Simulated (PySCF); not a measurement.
Species: C3H9GeP.
Numbering: `[PH2:1][GeH:2]1[CH2:3][CH2:4][CH2:5]1` (hydrogens: H6, H7 on P1; H8 on Ge2; H9, H10 on C3; H11, H12 on C4; H13, H14 on C5)

Method used: PBE0-D3(BJ)/def2-SVP geometry optimisation, gas phase in PySCF 2.14.0.

Problem. List the bond lengths, angles and torsions at this level.

Solution. 
```tsv
bond	length (pm)	order
P1–Ge2	232.6	single
Ge2–C3, Ge2–C5	198.1	single
C3–C4, C4–C5	154.8	single
P1–H6, P1–H7	143.0	single
Ge2–H8	154.5	single
C3–H9, C5–H13	109.9	single
C3–H10, C5–H14	110.2	single
C4–H11	110.4	single
C4–H12	110.2	single
```

Bonds in one row agree within 1 pm and their mean is given. Orders are formal, as drawn. A selection of angles:
```tsv
angle	degrees
Ge2–P1–H6	94.1
H6–P1–H7	93.3
P1–Ge2–C3	117.8
P1–Ge2–C5	113.5
P1–Ge2–H8	108.6
C3–Ge2–C5	75.2
C3–Ge2–H8	119.4
Ge2–C3–C4	88.0
Ge2–C3–H9	120.4
Ge2–C3–H10	109.9
C4–C3–H9	116.4
C4–C3–H10	112.3
H9–C3–H10	108.7
C3–C4–C5	102.7
C3–C4–H11	114.3
C3–C4–H12	109.5
H11–C4–H12	106.5
Ge2–C5–H13	120.5
H13–C5–H14	108.5
```

Torsions: P1–Ge2–C3–C4 93° (anticlinal); Ge2–C3–C4–C5 21° (synperiplanar); C3–C4–C5–Ge2 -21° (synperiplanar); P1–Ge2–C5–C4 -98° (anticlinal). The mirror-image conformer, all signs reversed, is as good.

P1 (three-coordinate phosphorus) is pyramidal (angles 94.1°, 93.3° and 92.8°, sum 280.1°, 0.87 Å off the plane of its three neighbours). Ge2 (germanium bonded to 2 C, P and H) has angles from 75.2° to 119.4°. The 4-membered ring Ge2–C3–C4–C5 has internal angles of 75.2° to 102.7°; it is puckered, 0.14 Å rms from its mean plane, widest ring torsion 21°.

Not checked by PBE0-D3(BJ)/def2-SVP frequencies. The numbers are those of one conformer (H–P1–Ge2–C3 62° and -32°, P1–Ge2–C3–C4 93°, Ge2–C3–C4–C5 21°, C3–C4–C5–Ge2 -21°, P1–Ge2–C5–C4 -98°).
